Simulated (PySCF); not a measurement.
C5H8Si.
Numbering: `[CH2:1]=[CH:2][Si@H:3]1[CH:4]=[CH:5][CH2:6]1` (hydrogens: H7, H8 on C1; H9 on C2; H10 on Si3; H11 on C4; H12 on C5; H13, H14 on C6)

Computed by this run: PBE0-D3(BJ)/def2-SVP geometry optimisation, gas phase in PySCF 2.14.0; density fitting, grid level 1; the optimiser is geomeTRIC in internal coordinates, started from a GFN2-xTB structure with every atom displaced at random (about 0.01 Å).

The end geometry, which sets the zero of energy:
```
atom  x, y, z in Å
C1     -2.8656    0.2000    0.1808
C2     -1.5825    0.5820    0.1700
Si3    -0.1656   -0.6041   -0.0913
C4      1.1893   -0.1190   -1.2812
C5      2.0810   -0.0612   -0.2680
C6      1.3741   -0.4127    1.0273
H7     -3.6885    0.9079    0.3306
H8     -3.1541   -0.8484    0.0386
H9     -1.3532    1.6466    0.3132
H10    -0.7499   -1.9788   -0.2114
H11     1.3844    0.0820   -2.3371
H12     3.1492    0.1955   -0.3429
H13     1.3598    0.4018    1.7706
H14     1.7600   -1.3186    1.5237
```

Question: These geometries come from the run, each turned onto the end geometry. Order them by energy, lowest first.
A.
```
atom  x, y, z in Å
C1     -2.8618    0.2076    0.1897
C2     -1.6048    0.5509    0.1655
Si3    -0.2208   -0.6721   -0.1124
C4      1.2394   -0.1251   -1.2528
C5      2.0992   -0.0405   -0.2749
C6      1.3661   -0.4060    0.9908
H7     -3.6554    0.9586    0.3401
H8     -3.1960   -0.7788    0.0421
H9     -1.3269    1.5999    0.3299
H10    -0.6975   -2.0465   -0.2108
H11     1.3575    0.0628   -2.2881
H12     3.1494    0.2519   -0.3064
H13     1.3197    0.3988    1.7234
H14     1.7704   -1.2885    1.4868
```
B.
```
atom  x, y, z in Å
C1     -2.8807    0.2109    0.1723
C2     -1.5860    0.5579    0.1717
Si3    -0.1668   -0.6233   -0.0714
C4      1.1910   -0.1284   -1.2816
C5      2.0856   -0.0531   -0.2659
C6      1.3900   -0.4124    1.0276
H7     -3.6803    0.9386    0.3281
H8     -3.2067   -0.8305    0.0067
H9     -1.3397    1.6156    0.3287
H10    -0.7436   -2.0019   -0.2067
H11     1.3705    0.0823   -2.3420
H12     3.1478    0.2242   -0.3449
H13     1.3674    0.4031    1.7711
H14     1.7899   -1.3101    1.5292
```
C.
```
atom  x, y, z in Å
C1     -2.8547    0.1971    0.1725
C2     -1.5770    0.5948    0.1758
Si3    -0.1720   -0.6035   -0.0817
C4      1.1808   -0.1238   -1.2779
C5      2.0778   -0.0639   -0.2697
C6      1.3754   -0.4131    1.0260
H7     -3.6870    0.8969    0.3119
H8     -3.1307   -0.8551    0.0279
H9     -1.3464    1.6579    0.3326
H10    -0.7599   -1.9761   -0.2064
H11     1.3658    0.0828   -2.3346
H12     3.1448    0.1955   -0.3493
H13     1.3620    0.4016    1.7698
H14     1.7595   -1.3181    1.5259
```

Answer: C (0.003 eV), B (0.010 eV), A (0.307 eV).

In the order of the answer:

```
step  E above end (eV)  largest force (eV/Å)  rms force component (eV/Å)  rms distance from end (Å)  rms bond change (Å)  bond most changed (Å)
   2             0.003                  0.16                       0.042                      0.015                0.001           C5–C6 -0.002
   1             0.010                  0.45                       0.134                      0.029                0.006          Si3–C4 +0.018
   0             0.307                  3.08                       0.945                      0.060                0.032          Si3–C4 +0.064
```

What follows is the cost of the whole optimisation. The run took 40 s of wall time on an Arm Neoverse V1 with one thread, shared host with 32 logical CPUs at a one-minute load of 27, and the process peaked at 0.50 GiB of memory.
